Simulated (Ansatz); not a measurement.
Cost and result for the atomization energy of C$_{2}$H$_{7}$BOS, SMILES `CCOBS` (12 atoms, 11 bonds).

```xyz
12

C    -0.4878    0.4027    1.7440
C    -0.1223    0.9351    0.3806
O    -0.5253    0.0218   -0.6298
B     0.3677   -0.6525   -1.3720
S    -0.2801   -1.8104   -2.6001
H     0.0476   -0.5255    1.9550
H    -0.2282    1.1326    2.5145
H    -1.5592    0.2031    1.8042
H    -0.6389    1.8783    0.1831
H     0.9557    1.1153    0.3054
H     1.5495   -0.5006   -1.2347
H     0.9213   -2.1998   -3.0501
```

Total charge 0; spin multiplicity 1. Geometry: relaxed with PBE0-D4/def2-TZVP. It is one conformer, not always the lowest. Program: Ansatz. All runs use 4 threads of an Arm Neoverse V1 on a shared host. Times are those of one run each, without the atoms' runs, and a repeat can differ threefold. Electronic energies, without spin–orbit coupling; frozen cores. CCSD(T)/CBS adds CCSD(T) − MP2 in def2-TZVPP to the MP2 limit, and its time is that of the two runs behind it. T1 = 0.013. B3LYP takes the VWN-RPA correlation (the form of Gaussian; ORCA's B3LYP/G).

CCSD(T)/CBS is a level of theory with its own doubt, some kJ/mol a heavy atom from the limit and from the frozen cores, so smaller differences don't rank the functionals.

```csv
level,functions,wall time
PBE-D4/def2-TZVPP (with forces),264,2.7 s
PBE0-D4/def2-TZVPP,264,3.1 s
B3LYP-D4/def2-TZVPP (with forces),264,4.7 s
r2SCAN-D4/def2-TZVPP (with forces),264,5.5 s
B2PLYP/def2-TZVPP,264,6 s
ωB97X-V/def2-TZVPP,264,8.5 s
ωB97M-V/def2-TZVPP (with forces),264,12 s
MP2/def2-QZVPP,508,25 s
CCSD(T)/def2-TZVPP,264,3.1 min
CCSD(T)/CBS(def2),–,3.5 min
```

Question: What atomization energy does each give, and how far from CCSD(T)/CBS? (Best estimate.)

Answer: Computed: 
```csv
level,atomization (kJ/mol),difference from CCSD(T)/CBS,per bond
PBE-D4/def2-TZVPP (with forces),4709.6,99.7,9.1
PBE0-D4/def2-TZVPP,4637.3,27.4,2.5
B3LYP-D4/def2-TZVPP (with forces),4621.0,11.1,1.0
r2SCAN-D4/def2-TZVPP (with forces),4642.7,32.8,3.0
B2PLYP/def2-TZVPP,4575.7,-34.2,-3.1
ωB97X-V/def2-TZVPP,4628.7,18.8,1.7
ωB97M-V/def2-TZVPP (with forces),4640.1,30.2,2.7
MP2/def2-QZVPP,4635.9,26.0,2.4
CCSD(T)/def2-TZVPP,4504.0,-105.9,-9.6
CCSD(T)/CBS(def2),4609.9,0.0,0.0
```

In def2-TZVPP, CCSD(T) changes the Hartree–Fock value by +1054.9 kJ/mol (the triples alone add +62.8 kJ/mol) and MP2 by +1124.5 kJ/mol; breaking electron pairs costs correlation energy, which Hartree–Fock lacks. From PBE to PBE0 (25 % exact exchange), in def2-TZVPP and without D4, the atomization energy moves by −69.0 kJ/mol: exact exchange takes away binding that semilocal exchange gives to molecules. The D4 term adds +33.0 kJ/mol with B3LYP and +17.5 kJ/mol with PBE0; it sums over pairs of atoms, weighted by their polarisabilities, and B3LYP, whose exchange is more repulsive, gets the larger term.
